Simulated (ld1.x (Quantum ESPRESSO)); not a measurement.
Se (Z = 34): one change to a TM potential, before and after

selenium, norm-conserving Troullier–Martins (Kleinman–Bylander form), made with ld1.x (Quantum ESPRESSO) 7.5 (BP86, scalar-relativistic). Core [Ar], reference 3d10 4s1 4p5. Waves: 4s (bound): rc 1.15 bohr; 3d (bound): rc 1.20 bohr; 4p (bound): rc 1.25 bohr. Local part: the p channel. Core correction: none.

Change: all radii scaled by about 0.77 (s 0.88, p 0.96, d 0.92 bohr).

Cutoffs: the cutoffs (Ry, on a coarse ladder) from which the occupation-weighted sum of valence levels, in a spherical-Bessel basis at the reference potential, stays within 10 and 1 mRy of its value at 400 Ry; they do not see the model core or the augmentation charge, which bear on the density cutoff. Errors are all-electron minus pseudo energies relative to the spin-unpolarised reference configuration.

What does the change do?

The number of tests that count goes from 7 to 5; of the 5 tests that both files solve, the error grows in 5 and shrinks in 0 by more than 15 % and 0.3 meV (median size 3.0 → 143.3 meV); neither file shows a bound ghost at the reference potential, the only one tested. That the errors move this way runs against the usual rule that smaller radii transfer better.

```tsv
quantity	base	changed
cutoff, loose	230 Ry	over 300 Ry
cutoff, tight	over 300 Ry	over 300 Ry
loose cutoff by channel (10 mRy a level)	s 55 Ry, d 180 Ry, p 60 Ry	s over 300 Ry, d 260 Ry, p 140 Ry
bound ghosts	none	none
tests counted (converged, no solver errors)	7 of 7	5 of 7
error for 3d10 4s2 4p4, meV [ΔE -10.91 eV]	+3.0	+135
error for 3d10 4s2 4p3, meV [ΔE 0.06 eV]	+0.2	+143
error for 3d10 4s2 4p2, meV [ΔE 20.54 eV]	+4.7	+258
error for 3d10 4s2 4p1, meV [ΔE 51.58 eV]	+15	+562
error for 3d10 4s2 4p3.5, meV [ΔE -6.54 eV]	+1.0	+131
```

Base: ld1.x printed “convergence not achieved” for 7 of the counted tests; their residual had stalled under 1e-8, short of the target of 1e-14. Changed file: Tests not counted: 3d9 4s2 4p5 (solver errors, printed error -268 eV); 3d9 4s2 4p4 (solver errors, printed error -2708 eV). ld1.x printed “convergence not achieved” for 2 of the counted tests; their residual had stalled under 1e-8, short of the target of 1e-14.
